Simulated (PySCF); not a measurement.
PySCF 2.14 output of an unrestricted PBE calculation on a single atom or ion in aug-cc-pwCVQZ (9s8p6d4f2g, 109 functions), with no relativity, point nucleus:

```
SCF conv_tol = 1e-09
number electrons alpha = 4  beta = 2
    J. P. Perdew, K. Burke, and M. Ernzerhof.,  Phys. Rev. Lett. 77, 3865 (1996)
    J. P. Perdew, K. Burke, and M. Ernzerhof.,  Phys. Rev. Lett. 78, 1396 (1997)
    J. P. Perdew, K. Burke, and M. Ernzerhof.,  Phys. Rev. Lett. 77, 3865 (1996)
    J. P. Perdew, K. Burke, and M. Ernzerhof.,  Phys. Rev. Lett. 78, 1396 (1997)
cycle= 1 E= -71.7369226183187  delta_E= -0.00561  |g|= 0.0125  |ddm|= 0.683
cycle= 2 E= -71.7369491823003  delta_E= -2.66e-05  |g|= 0.00115  |ddm|= 0.0436
cycle= 3 E= -71.7369496056952  delta_E= -4.23e-07  |g|= 0.000248  |ddm|= 0.00404
cycle= 4 E= -71.736949620412  delta_E= -1.47e-08  |g|= 2.13e-05  |ddm|= 0.000494
cycle= 5 E= -71.7369496204995  delta_E= -8.75e-11  |g|= 6.42e-07  |ddm|= 8.32e-05
converged SCF energy = -71.7369496204995  <S^2> = 2.0007333  2S+1 = 3.0004888
```

The run itself started from symmetry-adapted Hartree-Fock orbitals and held the occupation by maximum overlap, on a logarithmic radial grid, so the iterations belong to that start.

Q: Which element, charge and spin multiplicity is this?

A: O(2+) (oxygen, charge +2), multiplicity 3; the state was [He] 2s2 2p1 3d1, one real determinant (an excited configuration).

⟨L²⟩ = 8.00 against 12 for a pure F term, so this real determinant mixes terms. The outer electron is Rydberg-like, and this basis confines it to a smaller radius and binds it less than a complete one would.
